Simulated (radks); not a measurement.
Results of a calculation; reference values are marked as such.
How relativity changes the ionisation of the selenium ion Se3+ ([Ar] 3d10 4s2 4p1) to Se4+ ([Ar] 3d10 4s2). Spin-unpolarised spherical Kohn-Sham, BLYP, point nucleus unless stated (finite: rms radius 4.14 fm), a radial shooting solver on a logarithmic mesh with Libxc functionals. A level marked "c x" has the speed of light scaled by that factor and shares open shells by 2j + 1; other Dirac levels either fill j = l - 1/2 first or share by 2j + 1.

| level | E(Se3+) (hartree) | E(Se4+) (hartree) | IE (eV) | HOMO | <r> HOMO (bohr) |
|---|---|---|---|---|---|
| non-rel. | -2399.30094 | -2397.75126 | 42.169 | 4p | 1.894 |
| scalar-rel. | -2428.11995 | -2426.56684 | 42.262 | 4p | 1.886 |
| scalar-rel., finite nucleus | -2428.10230 | -2426.54918 | 42.262 | 4p | 1.886 |
| Dirac, 2j+1 shares | -2428.26716 | -2426.71377 | 42.270 | 4p3/2 | 1.895 |
| Dirac, low j first | -2428.28175 | -2426.71377 | 42.667 | 4p1/2 | 1.869 |
| Dirac, 2j+1 shares, finite nucleus | -2428.24950 | -2426.69610 | 42.270 | 4p3/2 | 1.895 |
| Dirac, c x 0.85 | -2439.87866 | -2438.32378 | 42.311 | 4p3/2 | 1.895 |
| Dirac, c x 2 | -2406.37867 | -2404.82809 | 42.193 | 4p3/2 | 1.894 |
| Dirac, c x 5 | -2400.42631 | -2398.87649 | 42.173 | 4p3/2 | 1.894 |

NIST Atomic Spectra Database: 42.947 eV (measured). The relativistic part of the total energy of Se3+ is -28.95 hartree (Dirac, 2j+1 shares, finite nucleus), 1.2 % of the non-relativistic value. Spin polarisation and multiplet splitting of open shells are left out at every level.

Beside tabulated values, note that spin-unpolarised runs miss the spin-polarisation part of the exchange energy of open shells.
